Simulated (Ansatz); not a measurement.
A nudged elastic band was laid between two geometries of CH7FSeSiSn (12 atoms, charge 0, multiplicity 1).

The calculation used RKS PBE0/def2-SVP in Ansatz.

| Item | Value |
| --- | --- |
| movable images | 7 |
| climbing image | yes |
| spring | 5.0 eV/Å² |
| optimiser | quadratic models (default) |
| start path | through a guess of the saddle point |
| force threshold | 0.05 eV/Å |
| iteration limit | 34 |
| end points | relaxed |

First end point:

```xyz
12
Properties=species:S:1:pos:R:3
F -2.150 1.417 0.500
Sn -0.360 2.148 0.776
Se 0.884 0.128 1.635
C -0.108 -1.162 0.507
Si 0.704 -1.388 -1.181
H -0.481 3.357 1.977
H 0.080 2.695 -0.783
H -0.107 -2.101 1.081
H -1.151 -0.821 0.433
H 2.103 -1.880 -1.010
H -0.066 -2.373 -2.005
H 0.730 -0.075 -1.896
```

Last end point:

```xyz
12
Properties=species:S:1:pos:R:3
F -1.670 0.782 1.983
Sn -0.624 2.261 1.254
Se 1.147 1.039 -0.061
C -0.064 -0.414 -0.621
Si 0.916 -1.996 -0.950
H 0.027 3.123 2.580
H -1.769 3.108 0.305
H -0.782 -0.596 0.193
H -0.616 -0.103 -1.521
H 1.540 -2.484 0.314
H -0.013 -3.039 -1.484
H 1.987 -1.737 -1.959
```

(1) What changes between the two ends?

(2) What energy profile does the band end with?

(3) What is the geometry of the highest image?

Results:

(1) No bond is made or broken. The dihedral Sn2–Se3–C4–H9 goes from -36 to 85°.

(2) It converged. The highest image is number 3 of 0 to 8, 0.040 eV above the first end and 0.034 eV above the last; the last end lies 0.006 eV above the first. A vibrational analysis at the climbing image gives no mode beyond 40i cm⁻¹: the surface is too flat there to confirm a saddle point.

| image | path coordinate (Å) | energy (eV) | dihedral Sn2–Se3–C4–H9 (°) |
| --- | --- | --- | --- |
| 0 | 0.00 | 0.000 | -36 |
| 1 | 0.92 | 0.014 | -35 |
| 2 | 1.85 | 0.027 | -28 |
| 3 | 2.77 | 0.040 | -8 |
| 4 | 3.75 | 0.031 | 12 |
| 5 | 4.73 | 0.018 | 33 |
| 6 | 5.70 | 0.013 | 53 |
| 7 | 6.68 | 0.012 | 68 |
| 8 | 7.65 | 0.006 | 85 |

(3) 
```xyz
12
Properties=species:S:1:pos:R:3
F -2.381 2.042 1.765
Sn -0.590 2.223 1.022
Se 0.696 0.106 1.456
C -0.199 -1.066 0.137
Si 1.004 -1.599 -1.219
H 0.124 3.520 1.871
H -0.886 2.427 -0.650
H -0.590 -1.928 0.698
H -1.067 -0.552 -0.302
H 2.219 -2.211 -0.603
H 0.345 -2.606 -2.110
H 1.403 -0.412 -2.031
```

The run took 13 min on 2 threads of Arm Neoverse V1, with other jobs on the host, peak memory 0.48 GiB.
